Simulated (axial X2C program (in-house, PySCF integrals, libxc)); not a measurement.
CsBe: from Re and ωe to a spectrum

A bond curve at the PBE0 level, with spin–orbit coupling, was computed with an in-house relativistic program for diatomic molecules (basis Cs dyall-cv3z [15s15p9d4f1g], Be dyall-cv3z [8s8p3d1f] (cores contracted in-house)) for the state Ω = 1/2 (⟨Sz⟩ = 0.50, ⟨Lz⟩ = 0.00 at PBE0). Its fit gives Re = 3.7203 Å, ωe = 143.1 cm⁻¹, ωexe = 2.04 cm⁻¹ and αe = 2.311e-03 cm⁻¹; the masses are 132.9054 and 9.0122 u. Two-component means X2C with spin–orbit coupling and atomic mean-field Coulomb and Gaunt terms.

(1) Find the reduced mass, Be and the force constant.

(2) Estimate De from a Morse curve and compare with the computed well depth of 0.287 eV to Cs + Be.

(3) Estimate the centrifugal constant by the Kratzer relation.

(4) Where do the fundamental and the first overtone lie?

(5) A Morse curve ties αe to the other constants (Pekeris). How well does that hold?

The state is a single determinant with fixed occupations, the lowest that a limited PBE0 search found. Dissociation energies refer to the lowest single-determinant-based atoms at the same level and basis. Density functionals use the spin component along the axis (collinear). The levels of this run spread widely (ωe from 81 to 160 cm⁻¹), so these constants depend on the method.

Results:

(1) From the PBE0 values: μ = 8.4399 u. Be = 16.8576/(μ Re²) = 0.1443 cm⁻¹. k = 5.8918×10⁻⁷ μ ωe² = 0.102 mdyn/Å.

(2) De(Morse) = ωe²/(4ωexe) = 0.311 eV against 0.287 eV computed, a ratio of 1.08. For De the Morse form works well here.

(3) D = 4Be³/ωe² = 5.87e-07 cm⁻¹.

(4) ν(1←0) = ωe − 2ωexe = 139.0 cm⁻¹; ν(2←0) = 2ωe − 6ωexe = 274.0 cm⁻¹.

(5) αe(Morse) = 6Be²/ωe × (√(ωexe/Be) − 1) = 2.410e-03 cm⁻¹; the PBE0 curve gives 2.311e-03 cm⁻¹, a ratio of 1.04.
